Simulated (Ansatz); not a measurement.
A run for Ansatz (an electronic-structure program): U-B3LYP/cc-pV(T+d)Z on CH4Si (SMILES C[SiH]), a point of a bond scan (R = 1.199 Å). Files ending in .json are basis or fitting sets from the Basis Set Exchange.

Ansatz 0.2 input:
```yaml
crystal:
  periodic: [false, false, false]
  atoms:
    - {symbol: Si, position_ang: [-0.44283511, -0.33733196, 0.51775234]}
    - {symbol: H, position_ang: [-1.42990117, -0.70043934, -0.59087342]}
    - {symbol: C, position_ang: [0.77076815, 0.54410571, -0.65073574]}
    - {symbol: H, position_ang: [1.73473822, 0.98905450, -0.09378998]}
    - {symbol: H, position_ang: [0.25620507, 1.35865472, -1.17489853]}
    - {symbol: H, position_ang: [1.10167411, -0.14880677, -1.43392500]}
basis:
  gaussian:
    orbitals: cc-pV_T+d_Z.json
hamiltonian:
  xc: {name: B3LYP}
magnetization: {spin_polarized: true, initial_magnetization: 0}
```

Program output:

```
WARN ansatz: RAYON_NUM_THREADS=1 ignored (pool sized by the plan → 1); use --threads N
Functional definition: B3LYP
integrals: 0.03 GiB planned
721 factors; their error is unknown
mean field: 0.45 GiB planned
mean field evaluation 1: about -8973.0036 eV, gradient 3.7e1 eV
mean field evaluation 2: about -8966.2914 eV, gradient 4.7e1 eV
mean field evaluation 4: about -8979.3166 eV, gradient 1.0e0 eV
mean field evaluation 8: about -8979.3622 eV, gradient 1.6e-1 eV
mean field evaluation 16: about -8979.3623 eV, gradient 3.5e-5 eV
mean field -8979.36226661 eV, -329.9854768676 hartree, gradient 2.3e-5 eV, S^2 0.000000; 1 other end points of the search recorded, 0 dependent functions left out
reference -8979.36248213 eV, -329.9854847878 hartree; 12, 12 occupied and 113, 113 virtual orbitals, 721 factors
Total energy: -8979.36248213 eV, -329.9854847878 hartree
```

Self-consistency was reached.

Cost: roughly 14 core-seconds.
